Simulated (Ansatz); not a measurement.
All numbers were calculated with Ansatz.

A structure relaxed at PBE0-D4/def2-TZVP, charge 0, multiplicity 1:

```xyz
10

C    -0.810    1.129    0.173
C    -0.826    0.274   -0.857
Si    0.475   -0.989   -0.486
C     0.852   -0.075    1.129
N     0.099    0.950    1.260
H    -1.458    1.995    0.267
H    -1.506    0.391   -1.690
H     1.622   -1.019   -1.432
H    -0.023   -2.374   -0.280
H     1.575   -0.283    1.916
```

(1) Give its formula and SMILES.

(2) Point group (tolerance 0.08 Å, 0.16 Å for H)?

(3) Summarise the bond lengths by kind.

Results:

(1) C3H5NSi, `C1=C[SiH2]C=N1`.

(2) Cs.

(3) 1 × C–C 1.339 Å; 2 × C–N 1.279 to 1.428 Å; 3 × C–H 1.081 to 1.089 Å; 2 × C–Si 1.850 to 1.894 Å; 2 × H–Si 1.487 Å.
